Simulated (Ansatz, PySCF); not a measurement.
This Ansatz (an electronic-structure program) input computes a B3LYP/def2-TZVPD energy:

Ansatz 0.2 input:
```yaml
crystal:
  periodic: [false, false, false]
  atoms:
    - {symbol: C, position_ang: [-1.52898140, 0.28395697, -0.12508139]}
    - {symbol: C, position_ang: [-0.29755424, -0.55255937, -0.45372486]}
    - {symbol: N, position_ang: [0.87491221, -0.03012743, 0.16507582]}
    - {symbol: C, position_ang: [1.81617265, 0.41968872, 0.68333094]}
    - {symbol: H, position_ang: [-1.40208934, 1.30883811, -0.47290718]}
    - {symbol: H, position_ang: [-1.70519531, 0.30357724, 0.95010670]}
    - {symbol: H, position_ang: [-2.40413276, -0.14490062, -0.61444932]}
    - {symbol: H, position_ang: [-0.42628060, -1.58198720, -0.11434102]}
    - {symbol: H, position_ang: [-0.12450949, -0.58115343, -1.53108804]}
basis:
  gaussian:
    orbitals: def2-TZVPD
hamiltonian:
  xc: {name: B3LYP}
output: {forces: true}
```

Write an input for the same energy in PySCF and say what it gives.


```python
from pyscf import gto, scf, dft

mol = gto.M(
    atom='''
    C    -1.52898140    0.28395697   -0.12508139
    C    -0.29755424   -0.55255937   -0.45372486
    N     0.87491221   -0.03012743    0.16507582
    C     1.81617265    0.41968872    0.68333094
    H    -1.40208934    1.30883811   -0.47290718
    H    -1.70519531    0.30357724    0.95010670
    H    -2.40413276   -0.14490062   -0.61444932
    H    -0.42628060   -1.58198720   -0.11434102
    H    -0.12450949   -0.58115343   -1.53108804
    ''',
    basis='def2-tzvpd',
    charge=0,
    spin=0,
    verbose=4,
)

mf = dft.RKS(mol, xc='b3lyp').density_fit(auxbasis='def2-universal-jkfit')
mf.grids.level = 3
mf.conv_tol = 1e-9
mf.max_cycle = 100
mf.max_memory = 1500
mf.kernel()
if not mf.converged:
    mf = mf.newton()
    mf.kernel(mf.make_rdm1())
mf.analyze()
```
It gives -172.10449 Eh, and Ansatz -172.10442 Eh, a difference of 0.07 mEh, from the treatment of integrals and grids.
